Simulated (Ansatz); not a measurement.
A nudged elastic band was laid between two geometries of C2H11B2NSi (17 atoms, charge 0, multiplicity 1).

These are results of RKS PBE/def2-SVP (Ansatz 0.2.0), not measurements.

```json
{
 "movable images": "9",
 "climbing image": "yes",
 "spring": "5.0 eV/Å²",
 "optimiser": "quadratic models (default)",
 "start path": "through a guess of the saddle point",
 "force threshold": "0.03 eV/Å",
 "iteration limit": "60",
 "end points": "relaxed"
}
```

First end point:

```xyz
17
Properties=species:S:1:pos:R:3
B -1.717 -0.536 -0.091
C -0.307 -1.059 0.222
B 0.436 -1.322 -1.096
N -0.052 -1.837 1.379
Si 0.523 0.749 0.509
C 0.486 2.170 -0.735
H -2.664 -0.898 0.588
H -1.896 0.260 -0.991
H 0.310 -0.567 -2.039
H 1.185 -2.282 -1.191
H -0.530 -1.558 2.237
H 0.917 -2.118 1.541
H -0.119 1.185 1.803
H 1.952 0.399 0.847
H 1.014 1.904 -1.671
H 0.995 3.047 -0.283
H -0.552 2.461 -0.987
```

Last end point:

```xyz
17
Properties=species:S:1:pos:R:3
B -1.658 -0.523 -0.069
C -0.230 -0.966 0.272
B 0.440 -1.324 -1.060
N 0.095 -1.620 1.496
Si 0.567 0.842 0.565
C 0.466 2.187 -0.758
H -2.590 -0.954 0.594
H -1.882 0.261 -0.968
H 0.369 -0.588 -2.023
H 1.074 -2.365 -1.147
H -0.707 -1.854 2.089
H 0.755 -2.397 1.411
H -0.092 1.323 1.829
H 2.009 0.543 0.870
H 0.965 1.880 -1.697
H 0.981 3.093 -0.372
H -0.582 2.460 -0.990
```

Task: What changes between the two ends?

Result: No bond is made or broken. The height of N4 over the plane of its neighbours goes from -0.24 to 0.28 Å.

Task: Give the energies along the band, and the barrier.

Result: It converged. The highest image is number 4 of 0 to 10, 0.010 eV above the first end and 0.050 eV above the last; the last end lies 0.040 eV below the first. A vibrational analysis at the climbing image gives 2 clearly imaginary modes (352i, 89i cm⁻¹): a point of higher order, so a lower path passes nearby.

```tsv
image	path coordinate (Å)	energy (eV)	height of N4 over the plane of its neighbours (Å)
0	0.00	0.000	-0.24
1	0.10	0.000	-0.25
2	0.20	0.001	-0.22
3	0.30	0.006	-0.15
4	0.40	0.010	-0.06
5	0.49	0.005	0.03
6	0.58	-0.009	0.12
7	0.66	-0.025	0.19
8	0.75	-0.034	0.24
9	0.84	-0.039	0.27
10	0.93	-0.040	0.28
```

Task: What is the geometry of the highest image?

Result: 
```xyz
17
Properties=species:S:1:pos:R:3
B -1.674 -0.523 -0.089
C -0.270 -1.047 0.241
B 0.435 -1.341 -1.090
N 0.007 -1.762 1.415
Si 0.519 0.786 0.519
C 0.466 2.189 -0.746
H -2.626 -0.873 0.590
H -1.846 0.260 -1.001
H 0.347 -0.570 -2.024
H 1.115 -2.348 -1.205
H -0.602 -1.687 2.226
H 0.897 -2.239 1.537
H -0.133 1.234 1.803
H 1.953 0.459 0.849
H 0.961 1.903 -1.694
H 1.005 3.062 -0.321
H -0.573 2.498 -0.970
```

The band took 14 iterations and roughly 12 core-minutes.

The run took 6.2 min on 2 threads of Arm Neoverse V2, with other jobs on the host, peak memory 0.21 GiB.
